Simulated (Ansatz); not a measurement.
One change: `COCI` becomes `CBCOC`.

Ansatz, PBE0-D4/def2-TZVP geometries, multiplicity 1. Each molecule was computed in one conformer, which needn't be the lowest.

Elements past krypton have def2 core potentials.  Spin–orbit coupling is left out; it splits and shifts lone-pair levels of the heavy atoms by tenths of an eV.

```json
{"property": "HOMO–LUMO gap (PBE0/def2-TZVPP) / eV", "`COCI`": "6.33"}
{"property": "LUMO energy (PBE/def2-TZVPP) / eV", "`COCI`": "-1.72"}
{"property": "HOMO energy (B3LYP/def2-TZVPP) / eV", "`COCI`": "-6.93"}
{"property": "LUMO energy (B3LYP/def2-TZVPP) / eV", "`COCI`": "-1.10"}
{"property": "HOMO–LUMO gap (PBE/def2-TZVPP) / eV", "`COCI`": "4.28"}
{"property": "size of the dipole moment (ωB97M-V/def2-TZVPP) / D", "`COCI`": "2.23"}
```

Problem. What does the change do to each property? (Best estimate.)

Solution. The calculation gave: 
| property | `CBCOC` | shift |
| --- | --- | --- |
| HOMO–LUMO gap (PBE0/def2-TZVPP) / eV | 6.75 | 0.42 |
| LUMO energy (PBE/def2-TZVPP) / eV | -1.72 | 0.00 |
| HOMO energy (B3LYP/def2-TZVPP) / eV | -7.21 | -0.28 |
| LUMO energy (B3LYP/def2-TZVPP) / eV | -0.92 | 0.18 |
| HOMO–LUMO gap (PBE/def2-TZVPP) / eV | 4.15 | -0.13 |
| size of the dipole moment (ωB97M-V/def2-TZVPP) / D | 0.90 | -1.33 |

With PBE0 the HOMO falls by 0.27 eV and the LUMO rises by 0.16 eV, so the gap widens by about 0.43 eV. PBE moves the HOMO by 0.14 eV and ωB97M-V by -0.50 eV. Dipoles are sizes alone; their direction can turn.

B3LYP here is the variant with VWN-RPA as its local correlation; programs differ in this.
